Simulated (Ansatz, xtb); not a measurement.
CH2GaN: which of two structures lies lower

Structure X is a singlet given by its coordinates and structure Y is `[H]/N=[CH]\[Ga]`, a singlet. Both are isolated molecules in the gas phase, relaxed with B3LYP/6-31G*.

X (Å):

```xyz
5

C    -0.2965   -0.0728    0.1045
Ga    1.4102   -1.2682    0.5145
N     0.3603    0.6222    0.9684
H    -1.2509    0.2954   -0.3082
H     0.0056    1.5338    1.2885
```

Close contacts (Å): C1–Ga2 2.12, C1–N3 1.29, Ga2–N3 2.21, C1–H4 1.10, N3–H5 1.03.

Y (Å):

```xyz
5

C    -2.9785   -1.7444    1.0314
Ga   -2.5423    0.2622    1.3300
N    -1.8105   -2.2678    0.8965
H    -3.8117   -2.4544    0.9558
H    -1.0374   -1.5639    0.9736
```

Quicker runs give these differences E(Y) − E(X): GFN2-xTB +16.1 kcal/mol; HF/STO-3G +21.1 kcal/mol (at GFN2-xTB geometries); r2SCAN-D4/def2-SVP +8.1 kcal/mol (at GFN2-xTB geometries).

**Question.** Estimate E(Y) − E(X) at the level CCSD(T)/def2-TZVPP.

**Answer.** Calculated at CCSD(T)/def2-TZVPP: E(Y) − E(X) = +5.2 kcal/mol, so structure X lies lower.

The same difference at several levels:

| level | geometry | E(Y) − E(X) (kcal/mol) | departure from the last row (kcal/mol) | job, with rough time for the two |
| --- | --- | --- | --- | --- |
| GFN2-xTB | GFN2-xTB | +16.1 | +10.9 | optimisation, 0.11 s |
| HF/STO-3G | GFN2-xTB | +21.1 | +15.9 | single point, 1.6 s |
| r2SCAN-D4/def2-SVP | GFN2-xTB | +8.1 | +2.9 | single point, 3 s |
| B3LYP/6-31G* | B3LYP/6-31G* | +5.6 | +0.4 | optimisation, 30 s |
| HF/def2-TZVPP | B3LYP/6-31G* | +7.0 | +1.8 | part of the CCSD(T) run |
| MP2/def2-TZVPP | B3LYP/6-31G* | +5.7 | +0.5 | part of the CCSD(T) run |
| CCSD(T)/def2-TZVPP | B3LYP/6-31G* | +5.2 |  | single point, 54 s |

The levels shown agree on the order. The largest departure from CCSD(T)/def2-TZVPP is that of HF/STO-3G, 15.9 kcal/mol.

With harmonic frequencies from B3LYP/6-31G* (ideal gas, rigid rotor, one conformer each, 298.15 K, 1 atm): on the last row, ΔE + ΔZPE = +5.3, ΔH = +5.3, ΔG = +5.2 kcal/mol.

The correlated steps freeze 11 core orbitals; the filled d shell of Ga is correlated, in a basis made for valence electrons. Run with Ansatz 0.2.0, xtb 6.7.1; the last row on 1 thread of Arm Neoverse V2 on a shared host.
